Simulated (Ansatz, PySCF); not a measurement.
Cl₂H₄Si₂, SMILES Cl[SiH](Cl)[SiH3].

The structure is a stationary point at PBE0-D3(BJ)/def2-SVP.

Vertical ionisation energy (IE) and electron affinity (EA) in eV. Rows of orbital energies are one-electron estimates. Where ΔSCF, EOM or ADC give a negative EA the extra electron is unbound and the value depends on the basis.

| level | IE | EA |
|---|---|---|
| −ε(HOMO), −ε(LUMO), ωB97X/def2-TZVP (PySCF) | 10.58 | -1.47 |
| −ε(HOMO), −ε(LUMO), PBE/def2-TZVP (PySCF) | 7.09 | 1.48 |
| ΔSCF, CAM-B3LYP/def2-SVPD (Ansatz), final states of multiplicity 2 and 2 | 10.46 | -0.94 |
| ΔSCF, PBE/def2-SVPD (Ansatz), final states of multiplicity 2 and 2 | 9.88 | -0.62 |

### Question
What vertical singlet–triplet gap does ΔSCF give with CAM-B3LYP/def2-SVPD (Ansatz, a first-principles code) and with PBE/def2-SVPD (Ansatz)? (An estimate is asked for; the answer gives what the named calculation found.)

### Answer
6.04 and 5.32 eV (triplet above singlet where positive).
